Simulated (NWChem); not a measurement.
Species: CH7NSi; SMILES CN[SiH3]

Question: Give the equilibrium geometry at PBE0/def2-SVP (NWChem) as a Z-matrix, with the point group.

Answer: point group C1; any orientation.
```
N
H 1 1.0138
C 1 1.4427 2 113.93
H 3 1.1022 1 109.87 2 -169.84
H 3 1.1031 4 106.58 1 -120.65
H 3 1.1083 4 106.94 5 -114.69
Si 1 1.7303 2 117.12 3 157.49
H 7 1.4940 1 107.23 2 33.05
H 7 1.4962 8 110.73 1 -118.56
H 7 1.5043 8 107.58 9 -116.06
```
